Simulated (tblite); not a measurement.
Compound: silicon tetrafluoride, SiF4.
SMILES with atom numbers: `[F:1][Si:2]([F:3])([F:4])[F:5]`

Computed values, GFN2-xTB/tblite, gas phase, harmonic and unscaled. Against measured fundamentals such values can be off by several per cent, at times by over 20.

Harmonic wavenumbers (cm⁻¹): 169.9, 170.2, 270.1, 270.1, 270.2, 786.5, 1018.4, 1018.6, 1018.8.

A = 4069, B = 4068, C = 4066 MHz; mass 103.971 u (most abundant isotopes); point group Td, symmetry number 12.

Q: What is the zero-point energy?

A: ½Σν̃ = 2496 cm⁻¹ = 29.87 kJ/mol.

Q: What is S at 273.15 K and 1 bar for an ideal gas of classical rigid rotors and harmonic oscillators?

A: Translation 164.95, rotation 86.91, vibration 38.59: S = 290.5 J/(mol K).

Q: And Cp and H(273.15 K) − H(0)?

A: Cp = 75.68 J/(mol K), of which vibrations give 42.42 (their classical limit is 9 R = 74.8); H(273.15 K) − H(0) = 15.29 kJ/mol without the zero-point energy, 6.21 from vibrations.

Q: How do the functions run with temperature in this model?

A: 
```json
{"T (K)": "150", "S (J/(mol K))": "249.4", "Cp (J/(mol K))": "61.7", "H − H(0) (kJ/mol)": "6.77", "G − H(0) (kJ/mol)": "-30.64", "ln q(vib)": "0.67"}
{"T (K)": "250", "S (J/(mol K))": "283.9", "Cp (J/(mol K))": "73.4", "H − H(0) (kJ/mol)": "13.57", "G − H(0) (kJ/mol)": "-57.40", "ln q(vib)": "1.67"}
{"T (K)": "298.15", "S (J/(mol K))": "297.2", "Cp (J/(mol K))": "78.0", "H − H(0) (kJ/mol)": "17.22", "G − H(0) (kJ/mol)": "-71.39", "ln q(vib)": "2.16"}
{"T (K)": "400", "S (J/(mol K))": "321.3", "Cp (J/(mol K))": "85.9", "H − H(0) (kJ/mol)": "25.58", "G − H(0) (kJ/mol)": "-102.92", "ln q(vib)": "3.13"}
{"T (K)": "600", "S (J/(mol K))": "358.1", "Cp (J/(mol K))": "95.5", "H − H(0) (kJ/mol)": "43.84", "G − H(0) (kJ/mol)": "-171.05", "ln q(vib)": "4.85"}
{"T (K)": "900", "S (J/(mol K))": "398.2", "Cp (J/(mol K))": "101.7", "H − H(0) (kJ/mol)": "73.57", "G − H(0) (kJ/mol)": "-284.85", "ln q(vib)": "7.00"}
```

q(vib) and H(0) count from the zero-point level.

Q: Which modes carry the vibrational entropy at 273.15 K?

A: 169.9 cm⁻¹: 9.51; 170.2 cm⁻¹: 9.50; 270.1 cm⁻¹: 6.05; 270.1 cm⁻¹: 6.05; 270.2 cm⁻¹: 6.05; 786.5 cm⁻¹: 0.69 J/(mol K); the other 3 give 0.75 together.

Hindered rotation and anharmonicity are outside this model.
